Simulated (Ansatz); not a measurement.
Gas-phase electronic energies from Ansatz, PBE0-D4/def2-TZVP geometries. CCSD(T)/CBS adds triple-zeta CCSD(T) − MP2 to the extrapolated MP2 energy (def2 sets, frozen cores). For Se outer-core shells are correlated without core-valence functions, which leaves a few kJ/mol of doubt a bond. Scalar relativity is left out up to krypton. One conformer a species, not always the lowest.

Reaction (ligand exchange at the Si–N bond): `[SiH3]/N=C\[SeH]` + `O[SiH](F)F` → `F[SiH](F)O[SiH3]` + `N=C[SeH]`

```json
{"species": "`[SiH3]/N=C\\[SeH]`", "CCSD(T)/CBS(def2) energy (Eh)": "-2785.52604"}
{"species": "`O[SiH](F)F`", "CCSD(T)/CBS(def2) energy (Eh)": "-565.23707"}
{"species": "`F[SiH](F)O[SiH3]`", "CCSD(T)/CBS(def2) energy (Eh)": "-855.55648"}
{"species": "`N=C[SeH]`", "CCSD(T)/CBS(def2) energy (Eh)": "-2495.22891"}
```

Problem. Work out ΔE.

Solution. ΔE = (-855.55648) + (-2495.22891) − (-2785.52604) − (-565.23707) = -0.02228 Eh = -58.5 kJ/mol.

Largest T1 diagnostic among the species: 0.013.

In def2-TZVPP, CCSD(T) changes the Hartree–Fock value by +19.5 kJ/mol (the triples alone add +4.9 kJ/mol) and MP2 by +23.7 kJ/mol. From PBE to PBE0 (25 % exact exchange), in def2-TZVPP and without D4, ΔE moves by −7.8 kJ/mol.
